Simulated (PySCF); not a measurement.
PySCF input for CrO2Cl2, SMILES [O]=[Cr](=[O])([Cl])[Cl], multiplicity 1, TDA-LC-ωPBE/def2-SVPD. The structure is a stationary point at PBE-D3(BJ)/def2-SVP. The spin state was assumed, not searched. The isomer is the one that the SMILES or the coordinates give; other isomers of the formula were not compared.

```python
import numpy as np
from pyscf import gto, scf, dft, tdscf

mol = gto.M(
    atom='''
    Cr    0.00000000    0.00000000    0.35689099
    O    -0.00000001    1.26619779    1.26236872
    O     0.00000000   -1.26619778    1.26236873
    Cl   -1.75733661   -0.00000000   -0.84597893
    Cl    1.75733661    0.00000000   -0.84597892
    ''',
    basis='def2-SVPD',
    charge=0,
    spin=0,
    symmetry=True,
    max_memory=1600,
    verbose=4,
)
mf = dft.RKS(mol, xc='lc_wpbe').density_fit(auxbasis='def2-universal-jkfit')
mf.grids.level = 3
mf.conv_tol = 1e-9
mf.max_cycle = 100
mf.kernel()
mf.grids = dft.Grids(mol).set(level=1).build(with_non0tab=True)  # coarser grid for the response kernel
td = tdscf.TDA(mf)
td.singlet = True
td.nstates = 10
td.conv_tol = 1e-4
td.positive_eig_threshold = 1e-6
td.kernel(x0=td.get_init_guess(mf, 15))
td.analyze()
tt = tdscf.TDA(mf)
tt.singlet = False
tt.nstates = 4
tt.conv_tol = 1e-4
tt.positive_eig_threshold = 1e-6
tt.kernel(x0=tt.get_init_guess(mf, 9))
tt.analyze(verbose=3)
```

Output:

```
PySCF version 2.14.0

[INPUT] verbose = 4
[INPUT] num. atoms = 5
[INPUT] num. electrons = 74
[INPUT] charge = 0
[INPUT] spin (= nelec alpha-beta = 2S) = 0
[INPUT] symmetry True subgroup None
[INPUT] Mole.unit = angstrom
[INPUT] Symbol           X                Y                Z      unit          X                Y                Z       unit  Magmom
[INPUT]  1 Cr     0.000000000000   0.000000000000   0.356890990000 AA    0.000000000000   0.000000000000   0.674426227425 Bohr   0.0
[INPUT]  2 O     -0.000000010000   1.266197790000   1.262368720000 AA   -0.000000018897   2.392767042630   2.385531149018 Bohr   0.0
[INPUT]  3 O      0.000000000000  -1.266197780000   1.262368730000 AA    0.000000000000  -2.392767023732   2.385531167915 Bohr   0.0
[INPUT]  4 Cl    -1.757336610000   0.000000000000  -0.845978930000 AA   -3.320884901572   0.000000000000  -1.598668484853 Bohr   0.0
[INPUT]  5 Cl     1.757336610000   0.000000000000  -0.845978920000 AA    3.320884901572   0.000000000000  -1.598668465955 Bohr   0.0

nuclear repulsion = 485.429795022014
point group symmetry = C2v
symmetry origin: [-2.04294719e-09  2.04294719e-09 -2.29831568e-09]
symmetry axis x: [ 1.00000000e+00 -1.27660568e-09  3.79481236e-09]
symmetry axis y: [1.27660568e-09 1.00000000e+00 1.12489768e-11]
symmetry axis z: [-3.79481236e-09 -1.12492391e-11  1.00000000e+00]
num. orbitals of irrep A1 = 50
num. orbitals of irrep A2 = 18
num. orbitals of irrep B1 = 34
num. orbitals of irrep B2 = 32
number of shells = 52
number of NR pGTOs = 232
number of NR cGTOs = 134
basis = def2-SVPD
ecp = {}


[settings echo left out]
init E= -2114.18751738048
HOMO (B1) = -0.463398076725293  LUMO (A1) = -0.279320945313392  gap/eV = 5.00899
cycle= 1 E= -2113.87425047713  delta_E= 0.313  |g|= 1.56  |ddm|= 3.67
HOMO (B2) = -0.349626529128869  LUMO (A1) = -0.305973322059994  gap/eV = 1.18786
cycle= 2 E= -2105.32215767344  delta_E= 8.55  |g|= 7.24  |ddm|= 3.94
HOMO (B1) = -0.450441832809076  LUMO (A1) = -0.150997584168337  gap/eV = 8.14829
cycle= 3 E= -2114.28990658396  delta_E= -8.97  |g|= 0.319  |ddm|= 3.22
HOMO (B1) = -0.467694410828061  LUMO (A1) = -0.144799917154372  gap/eV = 8.78641
cycle= 4 E= -2114.30185211209  delta_E= -0.0119  |g|= 0.152  |ddm|= 0.186
HOMO (B1) = -0.462083523983295  LUMO (A1) = -0.129948938599024  gap/eV = 9.03784
cycle= 5 E= -2114.30436905796  delta_E= -0.00252  |g|= 0.0856  |ddm|= 0.0649
HOMO (B1) = -0.459158898769549  LUMO (A1) = -0.131023680443418  gap/eV = 8.92901
cycle= 6 E= -2114.3051976088  delta_E= -0.000829  |g|= 0.0453  |ddm|= 0.0397
HOMO (B1) = -0.459849287921168  LUMO (A1) = -0.128674272655605  gap/eV = 9.01173
cycle= 7 E= -2114.30554362537  delta_E= -0.000346  |g|= 0.00448  |ddm|= 0.0273
HOMO (B1) = -0.45985833889668  LUMO (A1) = -0.128214150027306  gap/eV = 9.02450
cycle= 8 E= -2114.30555359205  delta_E= -9.97e-06  |g|= 0.0015  |ddm|= 0.00745
HOMO (B1) = -0.459882703643384  LUMO (A1) = -0.128192627471845  gap/eV = 9.02575
cycle= 9 E= -2114.30555559007  delta_E= -2e-06  |g|= 0.000619  |ddm|= 0.00374
HOMO (B1) = -0.45988824362123  LUMO (A1) = -0.128208724756049  gap/eV = 9.02546
cycle= 10 E= -2114.30555604826  delta_E= -4.58e-07  |g|= 0.000313  |ddm|= 0.00223
HOMO (B1) = -0.459881251605769  LUMO (A1) = -0.128190269710284  gap/eV = 9.02577
cycle= 11 E= -2114.30555607921  delta_E= -3.1e-08  |g|= 6.4e-05  |ddm|= 0.000406
HOMO (B1) = -0.459886791938066  LUMO (A1) = -0.128187933776473  gap/eV = 9.02599
cycle= 12 E= -2114.30555608528  delta_E= -6.07e-09  |g|= 2.27e-05  |ddm|= 0.000235
HOMO (B1) = -0.459885585722912  LUMO (A1) = -0.128186698611576  gap/eV = 9.02599
cycle= 13 E= -2114.30555603489  delta_E= 5.04e-08  |g|= 7.28e-06  |ddm|= 0.0001
HOMO (B1) = -0.459885325752339  LUMO (A1) = -0.128186624778628  gap/eV = 9.02598
cycle= 14 E= -2114.30555603498  delta_E= -9.19e-11  |g|= 3.06e-06  |ddm|= 2.84e-05
HOMO (B1) = -0.459885247029067  LUMO (A1) = -0.128186137717494  gap/eV = 9.02599
Extra cycle  E= -2114.305556035  delta_E= -1.77e-11  |g|= 4.53e-06  |ddm|= 7.54e-06
converged SCF energy = -2114.305556035
tot grids = 30448
Overwritten attributes  positive_eig_threshold  of <class 'pyscf.tdscf.rks.TDA'>


******** <class 'pyscf.tdscf.rks.TDA'> for <class 'pyscf.df.df_jk.DFSymAdaptedRKS'> ********
nstates = 10 singlet
deg_eia_thresh = 1.000e-03
wfnsym = None
conv_tol = 0.0001
eigh lindep = 1e-12
eigh level_shift = 0
eigh max_cycle = 100


Excitation energies (eV)
[2.93799676 3.09679534 3.12421471 3.44016475 3.6892412  3.94945909
 4.00039748 4.08391229 4.12127508 4.21001279]

** Singlet excitation energies and oscillator strengths **
Excited State   1:   B2      2.93800 eV    422.00 nm  f=0.0020
      33 -> 38       -0.27418
      35 -> 38       -0.62480
      37 -> 39        0.10196
Excited State   2:   A2      3.09680 eV    400.36 nm  f=0.0000
      28 -> 38        0.10487
      36 -> 38        0.69398
Excited State   3:   B1      3.12421 eV    396.85 nm  f=0.0017
      32 -> 38        0.10941
      33 -> 39       -0.34516
      35 -> 39       -0.51327
      37 -> 38        0.29694
Excited State   4:   B1      3.44016 eV    360.40 nm  f=0.0430
      32 -> 38        0.22627
      33 -> 39        0.23597
      35 -> 39        0.23073
      37 -> 38        0.56123
Excited State   5:   A2      3.68924 eV    336.07 nm  f=0.0000
      33 -> 40        0.30400
      35 -> 40        0.61740
Excited State   6:   A1      3.94946 eV    313.93 nm  f=0.0000
      30 -> 38        0.12912
      34 -> 38       -0.43333
      36 -> 39        0.18385
      37 -> 40        0.49187
Excited State   7:   B2      4.00040 eV    309.93 nm  f=0.0001
      33 -> 38        0.62040
      35 -> 38       -0.29612
      37 -> 39       -0.12511
Excited State   8:   B2      4.08391 eV    303.59 nm  f=0.0006
      33 -> 38       -0.14441
      35 -> 41        0.11396
      36 -> 40        0.32977
      37 -> 39       -0.58443
Excited State   9:   A1      4.12128 eV    300.84 nm  f=0.0001
      34 -> 38        0.22982
      36 -> 39       -0.49945
      37 -> 40        0.42055
Excited State  10:   B2      4.21001 eV    294.50 nm  f=0.0016
      33 -> 41       -0.16377
      36 -> 40        0.59844
      37 -> 39        0.28727

** Transition electric dipole moments (AU) **
state          X           Y           Z        Dip. S.      Osc.
  1        -0.0000      0.1672      0.0000      0.0280      0.0020
  2        -0.0000     -0.0000     -0.0000      0.0000      0.0000
  3        -0.1512      0.0000      0.0000      0.0229      0.0017
  4        -0.7145      0.0000     -0.0000      0.5105      0.0430
  5         0.0000      0.0000     -0.0000      0.0000      0.0000
  6         0.0000      0.0000      0.0103      0.0001      0.0000
  7        -0.0000     -0.0324      0.0000      0.0010      0.0001
  8        -0.0000      0.0774      0.0000      0.0060      0.0006
  9        -0.0000     -0.0000     -0.0301      0.0009      0.0001
 10        -0.0000     -0.1238      0.0000      0.0153      0.0016

** Transition velocity dipole moments (imaginary part, AU) **
state          X           Y           Z        Dip. S.      Osc.
  1         0.0000     -0.0289     -0.0000      0.0008      0.0052
  2        -0.0000     -0.0000     -0.0000      0.0000      0.0000
  3         0.0216      0.0000     -0.0000      0.0005      0.0027
  4         0.0410     -0.0000     -0.0000      0.0017      0.0089
  5         0.0000     -0.0000      0.0000      0.0000      0.0000
  6         0.0000      0.0000      0.0444      0.0020      0.0091
  7        -0.0000      0.0181      0.0000      0.0003      0.0015
  8        -0.0000      0.0064      0.0000      0.0000      0.0002
  9         0.0000      0.0000      0.0253      0.0006      0.0028
 10         0.0000      0.1038     -0.0000      0.0108      0.0464

** Transition magnetic dipole moments (imaginary part, AU) **
state          X           Y           Z
  1        -0.1302      0.0000      0.0000
  2        -0.0000     -0.0000     -0.5432
  3         0.0000     -0.7396     -0.0000
  4        -0.0000      0.0773      0.0000
  5        -0.0000     -0.0000      0.1996
  6        -0.0000      0.0000      0.0000
  7         0.8198      0.0000     -0.0000
  8        -0.4617      0.0000     -0.0000
  9         0.0000     -0.0000     -0.0000
 10         0.1599     -0.0000     -0.0000


******** <class 'pyscf.tdscf.rks.TDA'> for <class 'pyscf.df.df_jk.DFSymAdaptedRKS'> ********
nstates = 4 triplet
deg_eia_thresh = 1.000e-03
wfnsym = None
conv_tol = 0.0001
eigh lindep = 1e-12
eigh level_shift = 0
eigh max_cycle = 100


Excitation energies (eV)
[2.39003528 2.64460804 2.77324686 2.86873472]

** Triplet excitation energies and oscillator strengths **
Excited State   1:   B2      2.39004 eV    518.75 nm  f=0.0000
Excited State   2:   B1      2.64461 eV    468.82 nm  f=0.0000
Excited State   3:   B1      2.77325 eV    447.07 nm  f=0.0000
Excited State   4:   A2      2.86873 eV    432.19 nm  f=0.0000
```

Self-consistency was reached.

Cost: around 100 core-seconds (rough).
